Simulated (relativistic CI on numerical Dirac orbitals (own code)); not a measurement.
# Sensitivity of the levels of Dy2+ to α and to the nuclear radius

Method of calculation: Dirac-Coulomb-Breit CI, orbitals from a KLI potential per configuration, valence Slater integrals scaled by 0.85, P86 correlation energy added to each configuration, derivatives by finite differences, QED left out (own radial code, finite nucleus).

CI space (outside the closed core [Xe]): 4f¹⁰, 4f⁹6s, 4f⁸6s². The list is cut by size and lacks configurations that can hold low levels.

With x = (α/α₀)² − 1 an excitation energy changes as ω = ω₀ + qx; K = 2q/ω₀ is the relative enhancement. Terms are leading LS components, so labels can repeat. The field-shift factor is F = δν/δ⟨r²⟩ for the transition from the lowest level.

Lowest level 4f¹⁰ ⁵I8.

```
     Level  ω₀ (cm⁻¹)  q (cm⁻¹)  F (GHz/fm²)
  4f¹⁰ ⁵I7     4160.3      4147        0.208
  4f¹⁰ ⁵I6     7110.2      6363         0.34
4f⁹6s ⁷H°8     8925.4    -43600         28.3
  4f¹⁰ ⁵I5     9291.4      7635        0.432
4f⁹6s ⁵H°7    10574.7    -43020           28
  4f¹⁰ ⁵I4    11007.4      8834        0.508
4f⁹6s ⁷H°7    12845.1    -40170         28.3
4f⁹6s ⁷H°6    13557.3    -39480         28.4
  4f¹⁰ ⁵F5    15418.7     153.7        0.436
4f⁹6s ⁷H°5    15535.3    -37950         28.5
4f⁹6s ⁵H°6    15667.4    -38640         28.2
4f⁹6s ⁷H°4    17050.7    -36750         28.6
4f⁹6s ⁷F°6    17532.8    -41200         28.6
```

For a near-neutral ion this model can misplace configurations by up to about 10,000 cm⁻¹ (more where the count of f electrons changes) and terms by 10 to 25 % of their spread. Rates follow the energies as ν³ (E1, M1) or ν⁵ (E2), so they and the lifetimes can be off by large factors. The fine structure of a lone outer electron comes out too small, for d and f at times inverted, and misplaced configurations move strength between like terms.

**Question.** Which transition from the lowest level has the largest |K|?

**Answer.** 4f⁹6s ⁷H°8 at 8925.4 cm⁻¹, K = -9.77.
